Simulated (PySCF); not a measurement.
A structure optimised at PBE-D3(BJ)/def2-SVP, used in a PySCF frequency run:

```
Nb
F 1 1.8062
F 1 1.8062 2 109.47
F 1 1.8062 2 109.47 3 -120.00
F 1 1.8062 2 109.47 3 120.00
```
Charge +1, spin multiplicity 1.

Question: Write its SMILES, formula and point group.

Answer: [F][Nb+]([F])([F])[F], F₄Nb, Td

Question: What are its rotational constants (standard atomic weights)?

Answer: 3.0577, 3.0577, 3.0577 GHz
